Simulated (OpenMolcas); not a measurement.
**neutral silicon: the spin-orbit constant, worked from levels**

| Property | Result |
| --- | --- |
| Program | OpenMolcas |
| Basis | ANO-R2 [5s4p3d1f] |
| Scalar Hamiltonian | X2C, finite nucleus |
| Active space | 4 electrons in 4 orbitals (3s 3p) |
| State averaging | 2S+1 = 3 even, 3 roots; 2S+1 = 1 even, 6 roots; 2S+1 = 5 odd, 1 root; 2S+1 = 3 odd, 8 roots |
| Spin-orbit coupling | RASSI with atomic mean-field integrals over the reference wave functions, term energies averaged over their components |

Methods: CASSCF; SS-CASPT2, IPEA 0.25 Eh, imaginary shift 0.1 Eh (closed shells correlated: 2s 2p). Measured levels: NIST Handbook of Basic Atomic Spectroscopic Data.

**The spin-orbit constant.** For the Hund term ³P of p2, E(J) = (A/2) J(J+1) + constant and ζ = 2S·A = 2A. From J = 0 to J = 2 the energy changes by 3 A.

```tsv
Source	E(2) - E(0)	A	ζ
CASSCF	193.9	64.6	129
SS-CASPT2	193.6	64.5	129
measured	223.2	74.4	149
```

All in cm-1. SS-CASPT2 is off by -13.3 % and CASSCF by -13.1 %. Both methods take the spin-orbit matrix elements from the reference wave functions, so the second can move ζ only through the term energies and any multistate remixing. Second-order mixing with other terms is absorbed into this ζ.

Over all roots computed the reference weight is 0.87 to 0.97 in SS-CASPT2; the roots of lowest weight are the least certain, and an intruder state may touch them. Without dynamic correlation excited terms often stand tens of per cent too high (terms of higher spin than the ground term too low), and those without a measured partner can miss by more than the paired ones (holds for CASSCF). Measured partners are found by configuration, term and J. A level has none where our copy of the source lacks it or the pairing is in doubt (some pairs that miss far off the trend of their configuration count as doubtful), and it then counts in no deviation. Only configurations of the active space appear.
